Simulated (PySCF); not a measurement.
A GIAO shielding run with PySCF 2.14.0 with density-fitted response routines (density fitting, non-relativistic, gas phase) on `InChI=1S/C4H9FO3Si/c5-9-3-4(7)8-2-1-6/h6H,1-3,9H2`:

```
$ OMP_NUM_THREADS=1 python probes_run.py task.json out

{"job": {"kind": "nmr", "xc": "PBE0", "basis": "pcSseg-1"}, "charge": 0, "multiplicity": 1}
O      0.007532    -0.118939     1.012183
C      0.497251    -0.275970    -0.084717
C      1.849509     0.238836    -0.435804
Si     2.427855     1.247637     1.070521
F      3.889927     1.804585     0.659604
O     -0.102089    -0.929314    -1.078010
C     -1.423168    -1.407556    -0.835615
C     -2.467292    -0.339709    -1.179581
O     -2.265924     0.866534    -0.496868
H      2.505005    -0.604168    -0.658670
H      1.784270     0.822548    -1.354429
H      2.668989     0.411587     2.233098
H      1.614623     2.431881     1.277326
H     -1.553140    -2.284115    -1.472034
H     -1.506788    -1.690504     0.220487
H     -2.411331    -0.092842    -2.243216
H     -3.463033    -0.756806    -0.962743
H     -2.060957     0.682633     0.430169
```

Hardware: 1 thread of an Arm Neoverse N1, shared host. The job also computes population analyses, field gradients.

(1) How large is the calculation?

(2) How long does it take, and how much memory does it need?

Answers

(1) 80 electrons, 205 basis functions and 1087 auxiliary functions.

(2) 68 s of wall time, with 14 SCF cycles and 5 response iterations; peak memory 0.93 GiB. Times on a shared host scatter by some tens of per cent.
